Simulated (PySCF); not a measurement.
C7H14NP.
SMILES with atom numbers: `[NH:1]=[P@:2]12[CH2:3][CH2:4][CH2:5][C@H:6]1[CH2:7][CH2:8][CH2:9]2`

Cartesian coordinates in Å at the GFN2-xTB level; atoms count from 1:
```xyz
23
C7H14NP angstrom
N      0.279    2.627    0.653
P      0.042    1.210    0.053
C     -1.566    0.717   -0.755
C     -2.160   -0.286    0.227
C     -1.032   -1.237    0.633
C      0.168   -0.382    1.040
C      1.525   -0.954    0.631
C      1.724   -0.663   -0.857
C      1.430    0.819   -1.068
H     -0.462    2.967    1.253
H     -1.384    0.255   -1.728
H     -2.197    1.596   -0.898
H     -3.001   -0.830   -0.206
H     -2.516    0.245    1.114
H     -0.771   -1.864   -0.220
H     -1.349   -1.891    1.447
H      0.142   -0.170    2.113
H      1.588   -2.024    0.841
H      2.310   -0.446    1.197
H      1.030   -1.267   -1.445
H      2.737   -0.916   -1.175
H      1.200    1.069   -2.105
H      2.256    1.452   -0.735
```

Definitions: NICS(0) = −σiso at the ring centroid; NICS(1) = −σiso and NICS(1)zz = −σzz at ±1 Å along the ring normal z. Level: GIAO PBE0/pcSseg-1 (PySCF, non-relativistic, gas phase) on the GFN2-xTB geometry, one conformer.

Ring bond lengths (Å), with Mayer bond orders in brackets: P2–C3 1.866 (0.86), C3–C4 1.525 (1.03), C4–C5 1.529 (1.03), C5–C6 1.529 (0.96), C6–P2 1.878 (0.80); P2–C6 1.878 (0.80), C6–C7 1.528 (1.02), C7–C8 1.530 (1.01), C8–C9 1.526 (1.02), C9–P2 1.827 (0.94).

Task: What do the NICS probes read (ppm)?

Result: 
| ring | type | NICS(0) | NICS(1), two faces | NICS(1)zz, two faces | rms pucker (Å) | centre to ring atoms, mean (Å) |
| --- | --- | --- | --- | --- | --- | --- |
| P2–C3–C4–C5–C6 | 5-membered ring with P; formal bonds all single | -5.7 | -3.4 / -5.2 | -2.2 / -2.6 | 0.20 | 1.38 |
| P2–C6–C7–C8–C9 | 5-membered ring with P; formal bonds all single | -5.7 | -3.3 / -5.3 | -2.1 / -3.1 | 0.19 | 1.38 |

Task: What can be read from them?

Result: 
- P2–C3–C4–C5–C6: mean NICS(1)zz -2.4 ppm, near zero. P2, C3, C4, C5, C6 have four or more neighbours, so the value isn't read as a sign of a π ring current.
- P2–C6–C7–C8–C9: mean NICS(1)zz -2.6 ppm, near zero. P2, C6, C7, C8, C9 have four or more neighbours, so the value isn't read as a sign of a π ring current.

Task: What field does 9.4 T along the ring normal induce along that normal at the second NICS(1) probe listed for ring P2–C6–C7–C8–C9, 1 Å off the ring?

Result: NICSzz × B0 = -3.1 ppm × 9.4 T = -29 μT, against the applied field.

Task: How shielded are the nuclei of the rings and their hydrogens (means over atoms taken as equivalent)?

Result: 
| atoms | environment | σ isotropic (ppm) |
| --- | --- | --- |
| P2 | phosphorus bonded to 3 C and N | 268.8 |
| C3 (×2) | sp3 carbon bound to phosphorus | 152.3 |
| C4 (×2) | ring CH2 carbon | 160.6 |
| C5 (×2) | ring CH2 carbon | 152.5 |
| C6 | sp3 carbon bound to phosphorus | 142.7 |
| H11 (×2) | methylene hydrogen | 30.03 |
| H12 (×2) | methylene hydrogen | 30.05 |
| H13 (×2) | methylene hydrogen | 30.15 |
| H14 (×2) | methylene hydrogen | 30.02 |
| H15 (×2) | methylene hydrogen | 30.49 |
| H16 (×2) | methylene hydrogen | 29.71 |
| H17 | methine hydrogen | 30.14 |
